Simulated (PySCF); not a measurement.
Si(H)(Cl)2(vinyl) (C2H4Cl2Si), SMILES C=C[SiH](Cl)Cl.

Geometry: B3LYP-D3(BJ)/def2-SVP. One conformer was computed; it need not be the lowest.

Calculation: TDA-B3LYP/def2-SVPD (PySCF).

Vertical excitations. Gas-phase values at a fixed geometry. State labels are in the subgroup Cs.

```
state  symmetry  energy (eV)  λ (nm)      f                                                           main pairs
-----  --------  -----------  ------  -----  -------------------------------------------------------------------
S1           A"         6.24     199  0.002                                                     HOMO−1→LUMO 96 %
S2           A'         6.67     186  0.070                                     HOMO−2→LUMO 72 %, HOMO→LUMO 24 %
S3           A'         6.94     179  0.105                   HOMO−4→LUMO 62 %, HOMO→LUMO 19 %, HOMO−2→LUMO 16 %
S4           A"         6.99     177  0.003                                                     HOMO−3→LUMO 82 %
S5           A"         7.10     175  0.014                                                     HOMO→LUMO+1 88 %
S6           A'         7.36     168  0.030                                                   HOMO−1→LUMO+1 91 %
S7           A'         7.50     165  0.305  HOMO→LUMO 32 %, HOMO−4→LUMO 29 %, HOMO→LUMO+3 16 %, HOMO−2→LUMO 8 %
S8           A"         7.62     163  0.002                                 HOMO−5→LUMO 75 %, HOMO−2→LUMO+1 17 %
S9           A"         7.79     159  0.026              HOMO−2→LUMO+1 54 %, HOMO−4→LUMO+1 27 %, HOMO−5→LUMO 9 %
S10          A"         7.87     158  0.005               HOMO→LUMO+2 57 %, HOMO−4→LUMO+1 18 %, HOMO→LUMO+4 16 %
T1           A'         4.23     293      0                                                       HOMO→LUMO 88 %
T2           A"         5.82     213      0                                                     HOMO−1→LUMO 85 %
T3           A'         6.56     189      0                                                     HOMO−2→LUMO 88 %
T4           A"         6.77     183      0                                                     HOMO−3→LUMO 77 %
```
Triplets are in the Tamm–Dancoff approximation.
